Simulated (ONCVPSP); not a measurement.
V, ONCV: configuration errors across variants

- Element: vanadium
- Generator: ONCVPSP 4.0.1
- Type: optimised norm-conserving Vanderbilt (ONCV)
- Functional: PW91
- Relativity: scalar-relativistic
- Frozen core: [Ne]
- Valence charge: 13
- Reference configuration: 3s2 3p6 3d3 (charge +2)
- Partial waves: 3s: rc 1.00 bohr, ncon 4, nbas 8, qcut 6.9 1/bohr, 2 projectors, debl 0.5 Ha; 3p: rc 1.55 bohr, ncon 4, nbas 9, qcut 8.9 1/bohr, 2 projectors, debl 1.7 Ha; 3d: rc 2.20 bohr, ncon 4, nbas 7, qcut 5.8 1/bohr, 2 projectors, debl 2.8 Ha
- Local potential: polynomial inside 0.95 bohr (lpopt 5, dvloc0 3 Ha)
- Core correction: Teter function, fcfact 2.75, rcfact 1.55

In the s channel the program set the typed energies aside and used -3.190, 0.250 Ha. In the p channel the program set the typed energies aside and used -2.229, 0.250 Ha.

All-electron excitation energies from the reference (eV): (1) 3s2 3p6 3d3 4s2 -22.110; (2) 3s2 3p6 3d3 4s1 -14.324; (3) 3s2 3p6 3d2 28.996; (4) 3s2 3p6 3d2 4s2 -11.056.

Errors AE − PS in meV (a dash: test not solved or not reliable):

| change | (1) | (2) | (3) | (4) | bound ghosts | GHOST(+) flags above zero |
| --- | --- | --- | --- | --- | --- | --- |
| base | +1.0 | -1.7 | +337 | +335 | none | s |
| d: rc 1.54 | +5.9 | +2.0 | +100 | +109 | none | s |
| d: rc 1.78 | +8.5 | +2.7 | +174 | +190 | none | s |
| d: rc 2.12 | +4.7 | +0.1 | +302 | +307 | none | s |
| d: rc 2.3 | -5.6 | -4.9 | +378 | +365 | none | s |
| d: rc 2.52 | -33 | -18 | +493 | +424 | none | s |
| d: rc 2.74 | -77 | -38 | +612 | +463 | none | s |
| d: rc 3.04 | -152 | -72 | +784 | +482 | none | s |
| d: rc 3.2 | -200 | -93 | +873 | +479 | none | s |

(1) Give the same row for: d: rc 2.02.

## Answers

(1) +7.5, +1.6, +262, +275; bound ghosts: none; GHOST(+) flags above zero: s.
